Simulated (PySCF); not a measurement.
Species: C3H3F2NSi.
Geometry (PBE0-D3(BJ)/def2-SVP, Å), atoms numbered from 1 in this order:
```xyz
10
C3H3F2NSi angstrom
N     -2.0592    0.9312    1.7001
C     -1.2329    0.8357    0.8935
C     -0.1863    0.7060   -0.0904
F      0.0308    1.8463   -0.8004
Si     1.1966   -0.5366    0.3810
C     -0.1862   -0.5888   -0.8898
F     -1.2880   -1.3674   -0.8741
H      1.0378   -1.1553    1.7150
H      2.5613   -0.3074   -0.1464
H      0.1758   -0.3830   -1.9096
```

Jobs on this species (10 atoms, 60 electrons) with PySCF (density fitting). Hardware of each: one thread of an Arm Neoverse V1, no GPU, on a shared host. Other jobs ran on the host; a repeat could differ by tens of per cent or more. Peak memory is the resident size of the whole Python process, interpreter and libraries included.

```json
{"level and settings": "delta-SCF UKS SCAN, pcX-1 on the ionised atom, pcseg-1 elsewhere, spin-free X2C", "work": "ΔSCF core ionisation, 8 holes", "basis functions": "139", "SCF cycles": "?", "wall time": "?", "peak memory": "?"}
{"level and settings": "delta-SCF UKS B3LYP, pcX-2 on the ionised atom, pcseg-1 elsewhere, spin-free X2C", "work": "ΔSCF core ionisation, 8 holes", "basis functions": "159", "SCF cycles": "?", "wall time": "?", "peak memory": "?"}
{"level and settings": "delta-SCF UKS HF, pcX-2 on the ionised atom, pcseg-1 elsewhere, spin-free X2C", "work": "ΔSCF core ionisation, 8 holes", "basis functions": "159", "SCF cycles": "?", "wall time": "?", "peak memory": "?"}
{"level and settings": "delta-SCF UKS SCAN, pcX-2 on the ionised atom, pcseg-1 elsewhere, non-relativistic", "work": "ΔSCF core ionisation, 8 holes", "basis functions": "159", "SCF cycles": "144", "wall time": "53 s", "peak memory": "0.51 GiB"}
{"level and settings": "delta-SCF UKS PBE, pcX-2 on the ionised atom, pcseg-1 elsewhere, spin-free X2C", "work": "ΔSCF core ionisation, 8 holes", "basis functions": "159", "SCF cycles": "140", "wall time": "34 s", "peak memory": "0.53 GiB"}
{"level and settings": "delta-SCF UKS PBE0, pcX-2 on the ionised atom, pcseg-1 elsewhere, spin-free X2C", "work": "ΔSCF core ionisation, 8 holes", "basis functions": "159", "SCF cycles": "130", "wall time": "73 s", "peak memory": "0.65 GiB"}
{"level and settings": "PBE0-D3(BJ)/def2-SVP, grid level 1", "work": "geometry optimisation from a GFN2-xTB start shaken at random", "basis functions": "117", "SCF cycles": "118", "wall time": "91 s", "peak memory": "0.51 GiB"}
{"level and settings": "delta-SCF UKS SCAN, def2-TZVP on the ionised atom, pcseg-1 elsewhere, spin-free X2C", "work": "ΔSCF core ionisation, 8 holes", "basis functions": "136", "SCF cycles": "143", "wall time": "51 s", "peak memory": "0.49 GiB"}
{"level and settings": "delta-SCF UKS SCAN, pcX-2 on the ionised atom, pcseg-1 elsewhere, spin-free X2C", "work": "ΔSCF core ionisation, 8 holes", "basis functions": "159", "SCF cycles": "144", "wall time": "53 s", "peak memory": "0.55 GiB"}
```

**Question.** Fill in the missing figures.

**Answer.** 
- delta-SCF UKS SCAN, pcX-1 on the ionised atom, pcseg-1 elsewhere, spin-free X2C; ΔSCF core ionisation, 8 holes: 44 s, 0.50 GiB, 143 SCF cycles
- delta-SCF UKS B3LYP, pcX-2 on the ionised atom, pcseg-1 elsewhere, spin-free X2C; ΔSCF core ionisation, 8 holes: 69 s, 0.59 GiB, 132 SCF cycles
- delta-SCF UKS HF, pcX-2 on the ionised atom, pcseg-1 elsewhere, spin-free X2C; ΔSCF core ionisation, 8 holes: 57 s, 0.57 GiB, 157 SCF cycles

**Question.** What do all jobs in the table cost together?

**Answer.** About 8.8 min; the longest takes about 17 % of that, and about 2.7 times as long as the shortest.
